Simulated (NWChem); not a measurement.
**Basis-set convergence for CH$_{4}$O$_{2}$Si**

```xyz
8

O     -1.3741     1.1089     0.0000
C     -1.3590    -0.0930     0.0000
O     -0.2476    -0.8373     0.0000
Si     1.3012    -0.0803     0.0000
H     -2.2663    -0.7337     0.0000
H      1.4692     0.7367    -1.2280
H      1.4692     0.7367     1.2280
H      2.2383    -1.2295     0.0000
```
Charge 0, spin multiplicity 1.

Everything below was run with NWChem. All single points use one geometry, from B3LYP/def2-SVP, a minimum by its harmonic frequencies. It is one conformer; others weren't searched.

Quantity: dipole moment at the level B3LYP.

B3LYP has NWChem's definition, with VWN1-RPA local correlation. The Pople sets run with spherical d functions. The structure started from a generated list of species.

| basis | functions | dipole moment (D) |
|---|---|---|
| STO-3G | 28 | 1.56 |
| 3-21G | 48 | [?] |
| 6-31G* | 68 | 1.56 |
| cc-pVDZ | 80 | [?] |
| pcseg-1 | 80 | [?] |
| 6-31+G* | 84 | 1.72 |
| 6-311G** | 104 | 1.57 |
| def2-SVPD | 122 | 1.73 |
| 6-311++G** | 124 | 1.70 |
| aug-pcseg-1 | 132 | 1.70 |

Q: Fill in the missing entries.

A: 
- 3-21G, dipole moment (D): 1.37
- cc-pVDZ, dipole moment (D): 1.50
- pcseg-1, dipole moment (D): 1.64
